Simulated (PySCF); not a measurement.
# Zinc: a sound run and one with changed settings

Sound run: Zn⁺ [Ar] 3d10 4s1, Zn²⁺ [Ar] 3d10. Calculation: PySCF 2.14, in x2c-SVPall (5s3p3d1f, 36 functions); the spin-free X2C one-electron Hamiltonian (Gaussian nucleus). The sound run starts from symmetry-adapted Hartree-Fock orbitals and uses a fine grid where one is needed.

Changed run: 6 angular points. This setting is unsound on purpose.

```
species  method  sound run (hartree)  changed run (hartree)  converged
    Zn⁺     UHF          -1793.65477            -1793.65477        yes
    Zn⁺  M06-2X          -1795.26853            -1796.00286        yes
    Zn⁺     PBE          -1794.98241            -1800.37043        yes
   Zn²⁺     UHF          -1793.03597            -1793.03597        yes
   Zn²⁺  M06-2X          -1794.60422            -1795.32590        yes
   Zn²⁺     PBE          -1794.29904            -1799.58961        yes
```

Ionisation energy of Zn⁺:

```json
{"method": "UHF", "sound run (eV)": "16.838", "changed run (eV)": "16.838"}
{"method": "M06-2X", "sound run (eV)": "18.077", "changed run (eV)": "18.421"}
```

A coarse angular grid integrates products of high-l functions wrongly, so density functionals can shift, and the SCF can exploit the error; Hartree-Fock and MP2 need no grid.

For comparison, NIST gives 17.964 eV between the lowest levels.
